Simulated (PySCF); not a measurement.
# ¹⁹F chemical shifts

- coordinates at the GFN2-xTB level
- shielding tensors at PBE0/pcSseg-1 (GIAO)
- run in PySCF 2.14.0 with density-fitted response routines
- non-relativistic, rapidly exchanging positions averaged, isolated molecule, one computed conformer

Shieldings were converted by a linear fit to measured shifts: ¹⁹F: δ = 146.13 − 0.903σ +14.6 on sp3 carbon (rms 6.0 ppm, 223 shifts, 7.0 ppm with the 5 outliers that the fit left out vs CFCl3, solution or neat liquid). A few per cent of atoms miss by over 2 rms, more outside the fitted compound classes.

Task: Give the ¹⁹F shifts of `FC(F)=C(F)/C=C\O[SiH3]`, `CC(C)[C@@]1(F)CC[C@H](F)C1`, `C=C1[SiH2][C@H]1OC(F)(F)F`, `FC(F)(F)OC([SiH3])[SiH3]`, `C[C@@H]1CC[C@@H](C(C)(F)F)C1`, `FC/C=C\[SiH2][C@H]([SiH3])CCl`.

Result: 
| compound | environment | δ (ppm) |
| --- | --- | --- |
| [F:1][C:2]([F:3])=[C:4]([F:5])/[CH:6]=[CH:7]\[O:8][SiH3:9] | F1: vinylic fluorine | -108.4 |
| [F:1][C:2]([F:3])=[C:4]([F:5])/[CH:6]=[CH:7]\[O:8][SiH3:9] | F3: vinylic fluorine | -120.7 |
| [F:1][C:2]([F:3])=[C:4]([F:5])/[CH:6]=[CH:7]\[O:8][SiH3:9] | F5: vinylic fluorine | -186.9 |
| [CH3:1][CH:2]([CH3:3])[C@@:4]1([F:5])[CH2:6][CH2:7][C@H:8]([F:9])[CH2:10]1 | F5: fluorine on an sp3 carbon | -167.3 |
| [CH3:1][CH:2]([CH3:3])[C@@:4]1([F:5])[CH2:6][CH2:7][C@H:8]([F:9])[CH2:10]1 | F9: fluorine on an sp3 carbon | -178.7 |
| C=C1[SiH2][C@H]1OC(F)(F)F | fluorine of an OCF3 group (×3) | -61.0 |
| FC(F)(F)OC([SiH3])[SiH3] | fluorine of an OCF3 group (×3) | -61.6 |
| [CH3:1][C@@H:2]1[CH2:3][CH2:4][C@@H:5]([C:6]([CH3:7])([F:8])[F:9])[CH2:10]1 | F8: fluorine of a CF2 group | -95.9 |
| [CH3:1][C@@H:2]1[CH2:3][CH2:4][C@@H:5]([C:6]([CH3:7])([F:8])[F:9])[CH2:10]1 | F9: fluorine of a CF2 group | -118.7 |
| FC/C=C\[SiH2][C@H]([SiH3])CCl | fluorine on an sp3 carbon | -232.3 |
